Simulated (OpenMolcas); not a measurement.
An atom or ion with 6 electrons was computed by XMS-RASPT2, IPEA 0.25 Eh, imaginary shift 0.1 Eh with spin-orbit coupling (OpenMolcas, ANO-RCC-VTZP, DKH2). The lowest levels that the run gave, each within 12 % of the measured value where one is at hand:

| J | Parity | E (cm⁻¹) | g |
| --- | --- | --- | --- |
| 0 | even | 0.0 |  |
| 1 | even | 223 | 1.501 |
| 2 | even | 652 | 1.501 |
| 2 | even | 25960 | 1.000 |
| 0 | even | 55060 |  |
| 2 | odd | 73420 | 2.002 |
| 1 | odd | 148750 | 0.499 |
| 2 | odd | 148750 | 1.167 |
| 3 | odd | 148760 | 1.334 |
| 0 | odd | 176900 |  |
| 1 | odd | 176900 | 1.501 |
| 2 | odd | 176900 | 1.501 |

Task: Which ion is it, and what are the configurations and terms?

Result: F³⁺ (Z = 9, charge +3; active space 4 electrons in 9 orbitals (RAS2 2s 2p; RAS3 3d, at most 2 electrons)). J, parity and g give the terms where levels are pure, and mixed ones are named by the computed weights; the size of the splittings, set against known spectra of the 6-electron sequence, gives the charge. In order, with the measured energies in cm⁻¹ (Moore, Atomic Energy Levels, vol. I, NSRDS-NBS 35 (1971 reprint of NBS Circular 467, 1949)): 2s² 2p² ³P₀, 2s² 2p² ³P₁ (225), 2s² 2p² ³P₂ (613), 2s² 2p² ¹D₂ (25241), 2s² 2p² ¹S₀ (53544), 2s 2p³ ⁵S°₂, 2s 2p³ ³D°₁ (147902), 2s 2p³ ³D°₂ (147889), 2s 2p³ ³D°₃ (147842), 2s 2p³ ³P°₀, 2s 2p³ ³P°₁ (175242), 2s 2p³ ³P°₂ (175237).

Term energies are means over components that CASPT2 splits; among the terms shown or strongly mixed into the levels shown the widest spread is 38 cm-1 (2s 2p³ ³D°). Active for correlation alone: 3d; no level in the range computed is led by a configuration that fills it, so any true level of that kind is missing. Measured partners are found by configuration, term and J. A level has none where our copy of the source lacks it or the pairing is in doubt (some pairs that miss far off the trend of their configuration count as doubtful), and it then counts in no deviation. Levels of configurations outside the active space are missing.

° marks odd parity.
